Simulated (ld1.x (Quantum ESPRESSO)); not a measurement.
# Reading a pseudo-wave (phosphorus)

Columns: radius, all-electron u(r) and pseudo u(r) of the 3s shell (level -14.02 eV) of phosphorus in the configuration [Ne] 3s2 3p3; LDA (PZ), scalar-relativistic, PAW scheme, ld1.x (Quantum ESPRESSO) 7.5.

```json
{"r (bohr)": "0.103", "all-electron": "0.1125", "pseudo": "0.0670"}
{"r (bohr)": "0.205", "all-electron": "-0.2011", "pseudo": "0.1336"}
{"r (bohr)": "0.308", "all-electron": "-0.3671", "pseudo": "0.2012"}
{"r (bohr)": "0.410", "all-electron": "-0.3583", "pseudo": "0.2684"}
{"r (bohr)": "0.513", "all-electron": "-0.2399", "pseudo": "0.3362"}
{"r (bohr)": "0.615", "all-electron": "-0.0726", "pseudo": "0.4028"}
{"r (bohr)": "0.718", "all-electron": "0.1083", "pseudo": "0.4686"}
{"r (bohr)": "0.820", "all-electron": "0.2767", "pseudo": "0.5315"}
{"r (bohr)": "0.923", "all-electron": "0.4248", "pseudo": "0.5911"}
{"r (bohr)": "1.025", "all-electron": "0.5450", "pseudo": "0.6451"}
{"r (bohr)": "1.128", "all-electron": "0.6394", "pseudo": "0.6930"}
{"r (bohr)": "1.230", "all-electron": "0.7077", "pseudo": "0.7324"}
{"r (bohr)": "1.332", "all-electron": "0.7537", "pseudo": "0.7626"}
{"r (bohr)": "1.435", "all-electron": "0.7807", "pseudo": "0.7826"}
{"r (bohr)": "1.538", "all-electron": "0.7913", "pseudo": "0.7913"}
{"r (bohr)": "1.640", "all-electron": "0.7886", "pseudo": "0.7886"}
{"r (bohr)": "1.743", "all-electron": "0.7754", "pseudo": "0.7754"}
{"r (bohr)": "1.845", "all-electron": "0.7543", "pseudo": "0.7543"}
{"r (bohr)": "1.948", "all-electron": "0.7270", "pseudo": "0.7270"}
{"r (bohr)": "2.050", "all-electron": "0.6958", "pseudo": "0.6958"}
{"r (bohr)": "2.153", "all-electron": "0.6614", "pseudo": "0.6614"}
{"r (bohr)": "2.255", "all-electron": "0.6256", "pseudo": "0.6256"}
{"r (bohr)": "2.358", "all-electron": "0.5888", "pseudo": "0.5888"}
{"r (bohr)": "2.460", "all-electron": "0.5523", "pseudo": "0.5523"}
{"r (bohr)": "2.562", "all-electron": "0.5162", "pseudo": "0.5162"}
{"r (bohr)": "2.665", "all-electron": "0.4808", "pseudo": "0.4808"}
```

Question: How many radial nodes do the two functions have?

Answer: The all-electron 3s function has n − l − 1 = 2; the pseudo-wave has 0, since the states of the same l below it are removed with the core.

Question: At about which radius was the pseudo-wave matched?

Answer: 1.60 bohr, where the columns begin to agree (steps of 0.10 bohr).

Question: Where does each function peak?

Answer: Outermost all-electron maximum near 1.54 bohr, pseudo maximum near 1.54 bohr (to the table’s step).

Question: Is the pseudo-wave norm-conserving?

Answer: No, it belongs to a PAW set: the norm inside the radius is not constrained, and the difference is carried by the augmentation charge.
